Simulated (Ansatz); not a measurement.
Reaction (SMILES): [GeH] (GeH) → Ge atom + H atom
B3LYP-D3(BJ)/def2-TZVP geometries, fixed; electronic energies without zero-point terms.

Basis-set convergence of the atomisation energy at r2SCAN with Ansatz (a quantum-chemistry and plane-wave program). All functions are spherical. The program fits the integrals of some runs and decomposes those of others, by size. Open shells are unrestricted. No added dispersion term, no relativity. Functions are those of the species that has most. Reference: the value in aug-cc-pV5Z, 68.01 kcal/mol, itself unsure by roughly 0.04 kcal/mol (its mean distance from pcseg-4, aug-pcseg-3, aug-cc-pVQZ). Deviations are taken from unrounded values.

```
basis        functions
-----------  ---------
def2-SV(P)          34
def2-SVP            37
def2-SVPD           46
def2-TZVP           54
def2-TZVPP          62
def2-TZVPD          63
def2-TZVPPD         71
def2-QZVP          105
def2-QZVPP         119
def2-QZVPPD        128
```

Task: Which is the smallest def2 set listed that can be trusted to 1 kcal/mol here, that is, within that of the reference together with its larger relatives (same family, alike in diffuse functions; a set with none to test it counts only in the reference's own line)?

Result: The smallest set listed that lies within 1 kcal/mol of the reference with all its larger relatives (same family, alike in diffuse functions; a set with none counts only in the reference's own line) is def2-SVP (37 functions, -0.52 kcal/mol off). Value minus reference: def2-SV(P) -1.48, def2-SVP -0.52, def2-SVPD -0.31, def2-TZVP -0.02, def2-TZVPP 0.12, def2-TZVPD 0.06, def2-TZVPPD 0.19, def2-QZVP -0.03, def2-QZVPP 0.02, def2-QZVPPD 0.03 kcal/mol.
